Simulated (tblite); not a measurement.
Species: C₄H₁₂AsBN₂.
SMILES with atom numbers: `[CH3:1][C:2]#[N+:3][B@@H-:4]([AsH2:5])[N:6]([CH3:7])[CH3:8]` (hydrogens: H9, H10, H11 on C1; H12 on B4; H13, H14 on As5; H15, H16, H17 on C7; H18, H19, H20 on C8)
Bond orders are those of one Lewis drawing.

Computed with GFN2-xTB (tblite), gas phase: L-BFGS steps from a force-field or distance-geometry start until the largest atomic force falls under 0.01 eV/Å.

Geometry at step 4:
```
atom  x, y, z in Å
C1      3.4437   -0.4057    0.8357
C2      2.1301    0.0619    0.5317
N3      1.0730    0.4379    0.2712
B4     -0.3695    0.9462   -0.0401
As5    -0.0079    1.9064   -1.9952
N6     -1.3456   -0.1434   -0.0052
C7     -1.3434   -1.2051   -0.9621
C8     -1.9692   -0.4045    1.2628
H9      4.1292   -0.2027    0.0261
H10     3.4186   -1.4736    1.0052
H11     3.8235    0.0620    1.7278
H12    -0.5708    1.7496    0.8012
H13    -0.7765    3.2643   -1.7106
H14    -1.1691    1.2326   -2.8435
H15    -0.8174   -2.1155   -0.6323
H16    -0.8505   -0.8521   -1.8705
H17    -2.3715   -1.4839   -1.2341
H18    -1.3377   -0.9681    1.9641
H19    -2.1897    0.5541    1.7330
H20    -2.9044   -0.9498    1.1317
```

Q: What forces act on the atoms?

A: 
```json
{"atom": "C1", "Fx (eV/Å)": "-0.066", "Fy (eV/Å)": "-0.156", "Fz (eV/Å)": "-0.112"}
{"atom": "C2", "Fx (eV/Å)": "0.074", "Fy (eV/Å)": "-0.039", "Fz (eV/Å)": "0.007"}
{"atom": "N3", "Fx (eV/Å)": "-0.856", "Fy (eV/Å)": "0.328", "Fz (eV/Å)": "-0.037"}
{"atom": "B4", "Fx (eV/Å)": "0.613", "Fy (eV/Å)": "0.013", "Fz (eV/Å)": "-0.493"}
{"atom": "As5", "Fx (eV/Å)": "-0.365", "Fy (eV/Å)": "0.039", "Fz (eV/Å)": "0.105"}
{"atom": "N6", "Fx (eV/Å)": "0.146", "Fy (eV/Å)": "0.366", "Fz (eV/Å)": "-0.004"}
{"atom": "C7", "Fx (eV/Å)": "-0.066", "Fy (eV/Å)": "-0.127", "Fz (eV/Å)": "-0.133"}
{"atom": "C8", "Fx (eV/Å)": "-0.141", "Fy (eV/Å)": "0.025", "Fz (eV/Å)": "-0.023"}
{"atom": "H9", "Fx (eV/Å)": "0.161", "Fy (eV/Å)": "0.108", "Fz (eV/Å)": "-0.352"}
{"atom": "H10", "Fx (eV/Å)": "-0.072", "Fy (eV/Å)": "-0.341", "Fz (eV/Å)": "0.013"}
{"atom": "H11", "Fx (eV/Å)": "0.054", "Fy (eV/Å)": "0.300", "Fz (eV/Å)": "0.408"}
{"atom": "H12", "Fx (eV/Å)": "0.142", "Fy (eV/Å)": "0.243", "Fz (eV/Å)": "-0.010"}
{"atom": "H13", "Fx (eV/Å)": "0.070", "Fy (eV/Å)": "-0.883", "Fz (eV/Å)": "-0.174"}
{"atom": "H14", "Fx (eV/Å)": "0.333", "Fy (eV/Å)": "0.577", "Fz (eV/Å)": "0.614"}
{"atom": "H15", "Fx (eV/Å)": "0.001", "Fy (eV/Å)": "-0.018", "Fz (eV/Å)": "0.116"}
{"atom": "H16", "Fx (eV/Å)": "0.005", "Fy (eV/Å)": "-0.036", "Fz (eV/Å)": "-0.005"}
{"atom": "H17", "Fx (eV/Å)": "0.031", "Fy (eV/Å)": "-0.075", "Fz (eV/Å)": "0.107"}
{"atom": "H18", "Fx (eV/Å)": "0.104", "Fy (eV/Å)": "-0.184", "Fz (eV/Å)": "-0.011"}
{"atom": "H19", "Fx (eV/Å)": "-0.094", "Fy (eV/Å)": "-0.059", "Fz (eV/Å)": "0.041"}
{"atom": "H20", "Fx (eV/Å)": "-0.074", "Fy (eV/Å)": "-0.081", "Fz (eV/Å)": "-0.056"}
```

The largest, 0.92 eV/Å, acts on N3 (H14, H13 within 3 % of it); the rms over all components is 0.266 eV/Å. The forces sum to zero within rounding, as they must for an isolated molecule in no field.

Q: Give the force on N3 in Eh/bohr and in nN.

A: 0.917 eV/Å ÷ 51.422 = 0.01784 Eh/bohr, and 0.917 eV/Å × 1.602 = 1.47 nN.

Q: How far is this geometry from the end of the optimisation?

A: 0.440 eV above it, and 0.790 Å rms away after alignment. The bonds farthest from their final lengths, with half the difference of the two atoms' forces along the bond (positive lengthens):

```
   bond  now (Å)  final (Å)  force along bond (eV/Å)
 B4–As5    2.208      2.114                    -0.34
As5–H14    1.588      1.502                    -0.51
As5–H13    1.586      1.512                    -0.53
  N3–B4    1.561      1.496                    -0.68
  B4–N6    1.463      1.499                    +0.03
 C1–H11    1.076      1.091                    +0.34
```

The angle farthest from its final value is C2–N3–B4, 178.4° against 151.7°.

Of the 6 listed bonds off by 0.010 Å or more, this force points towards the final length in 6.

What follows is the cost of the whole relaxation. Hardware: an Arm Neoverse N1 with one thread, no GPU, shared host. Cost: 2.7 s of wall time.
